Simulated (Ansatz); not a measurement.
Reactions of C$_{2}$H$_{10}$SiSn, SMILES `C[SiH](C)[SnH3]`.

Calculated with Ansatz (gas phase, PBE0-D4/def2-TZVP geometries, no zero-point term in ΔE). CCSD(T)/CBS is the MP2 limit (def2-TZVPP, def2-QZVPP) plus CCSD(T) − MP2 in def2-TZVPP, frozen cores. This one scheme is used for every species, atoms too. No spin–orbit coupling; open shells (•) take unrestricted orbitals. Spin–orbit coupling would lower the free atoms: a little for C, Si; strongly for Sn. def2 core potentials past Kr. For Br, Ge, Sn outer-core shells are correlated without core-valence functions, so the limit isn't a true one: a few kJ/mol of doubt a bond, and 10 to 20 or more in all where bonds break to atoms. Scalar relativity is left out up to krypton. One conformer a species, not always the lowest.

Question: Order these by ΔE at CCSD(T)/CBS, lowest first. (Estimate.)
A. `C[SiH](C)[SnH3]` + `B[O][GeH3]` → `BO[SiH](C)C` + `[GeH3][SnH3]`
B. `C[SiH](C)[SnH3]` + `[NH2][AlH2]` → `C[SiH](C)[NH][AlH2]` + `[SnH4]`
C. `C[SiH](C)[SnH3]` → 2 C• + 10 H• + Si• + Sn•
D. `C[SiH](C)[SnH3]` + H₂O → `C[SiH](O)[SnH3]` + CH₄
E. `C[SiH](C)[SnH3]` + `[CH3][AlH][SiH2]C` → `[CH3][AlH][SiH2][SnH3]` + `C[SiH](C)C`
F. `C[SiH](C)[SnH3]` + `B1CO[SiH2]1` → `CC1B[SiH2]O1` + `C[SiH2][SnH3]`
G. `C[SiH](C)[SnH3]` + `N=CBr` → `C/N=C\Br` + `C[SiH2][SnH3]`

Answer: A (-1.00 eV), D (-0.90 eV), B (-0.32 eV), E (-0.24 eV), F (+0.31 eV), G (+0.46 eV), C (+47.29 eV).

Largest T1 diagnostic: 0.013, for `[SnH4]`.
